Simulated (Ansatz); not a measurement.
C3H11GaGeO (`C[CH2][GeH]([GaH2])[O]C`), 17 atoms. Charge 0, multiplicity 1. Correlated methods include outer-core shells of Ga, Ge, which these sets cover unevenly. Scalar relativity is left out up to krypton. Hardware: A = 2 threads of an AMD EPYC 7R13 on a shared host and a share of an NVIDIA H100 80 GB; B = 2 threads of an AMD EPYC 7R13 on a shared host. Correlated methods freeze the cores.

Problem. How many basis functions does each run have, and how long does it take in Ansatz? RKS PBE0-D4/def2-TZVP relaxation (40 steps) [A]; RKS ωB97M-V/def2-QZVPP energy [A]; RHF-MP2/def2-QZVPP energy [A]; RKS PBE0-D4/def2-SVP energy [B]; RKS ωB97M-V/def2-SVP energy [B]; RKS revPBE-D4/def2-TZVPP energy [A]; RKS PBE-QIDH (frozen core)/def2-TZVPP energy [A]; RKS BHLYP-D4/def2-TZVPP energy [A]; RHF-CCSD(T)/def2-TZVPP energy [A]; direct RPA on PBE orbitals/def2-TZVPP energy [A]; RKS ωB97M-V/def2-TZVPP energy and forces [A]; RHF-CCSD(T)/def2-SVP energy [A]. (An estimate is asked.)

Solution. Ansatz gave: Other jobs shared the machine, so times are rough.

```csv
level,job,functions,wall time,peak host memory (GiB)
RHF-CCSD(T)/def2-SVP,energy [A],175,2.6 s,0.84
RKS BHLYP-D4/def2-TZVPP,energy [A],374,2.7 s,0.93
RKS revPBE-D4/def2-TZVPP,energy [A],374,2.7 s,0.92
RKS PBE-QIDH (frozen core)/def2-TZVPP,energy [A],374,3.7 s,1.7
direct RPA on PBE orbitals/def2-TZVPP,energy [A],374,5 s,1.8
RKS PBE0-D4/def2-SVP,energy [B],175,6 s,0.68
RKS ωB97M-V/def2-QZVPP,energy [A],736,8.1 s,1.4
RKS ωB97M-V/def2-TZVPP,energy and forces [A],374,8.1 s,1.1
RHF-MP2/def2-QZVPP,energy [A],736,11 s,1.4
RHF-CCSD(T)/def2-TZVPP,energy [A],374,17 s,0.9
RKS ωB97M-V/def2-SVP,energy [B],175,20 s,0.91
RKS PBE0-D4/def2-TZVP,relaxation (40 steps) [A],286,96 s,1
```
